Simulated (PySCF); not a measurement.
Atoms are numbered as in `[CH2:1]=[CH:2][C@H:3]([F:4])[CH:5]([Cl:6])[Cl:7]`; H(Xn) means a hydrogen on atom n. Ha(C1) is cis to C3; Hb(C1) is trans to C3.

Geometry: GFN2-xTB; GIAO shifts from PySCF 2.14, gas phase, non-relativistic, averaged over equivalent atoms.

At HSE06/pcseg-1 (131 basis functions, 14 s wall time on 1 thread of an x86-64 server CPU, shared host):
```csv
atoms,δ (ppm)
C2,135.4
C1,125.7
C3,100.6
C5,89.9
F4,-205.4
H(C2),6.22
Ha(C1),6.14
Hb(C1),6.03
H(C5),5.97
H(C3),5.46
```

References, each an isolated molecule treated in the same way: TMS for ¹³C (196.38 ppm) and ¹H (31.87 ppm); ¹⁹F (180.22 ppm) vs CFCl3.

Q: What do these become at PBE0/pcSseg-1?

A: 
```
 atoms  δ at PBE0/pcSseg-1  change
    C2               137.2    +1.8
    C1               127.1    +1.4
    C3                98.5    -2.1
    C5                86.7    -3.2
    F4              -209.8    -4.4
 H(C2)                6.30   +0.08
Ha(C1)                6.09   -0.05
Hb(C1)                6.01   -0.02
 H(C5)                6.12   +0.15
 H(C3)                5.52   +0.06
```

Shifts are taken against calculated references (same method and geometry level): TMS for ¹³C (σ = 186.93 ppm), ¹H (σ = 31.72 ppm); ¹⁹F (σ = 170.95 ppm) vs CFCl3.

The largest change is at F4 (fluorine on an sp3 carbon). Cost: 158 basis functions, 13 s wall time on 1 thread of an x86-64 server CPU, shared host. The order of the carbon signals is the same at both levels.

Carbons that carry Cl, above all several Cl atoms, come out too deshielded, partly because spin–orbit coupling is missing. Unscaled 19F shifts against computed CFCl3 carry errors that often reach 10 to 50 ppm.
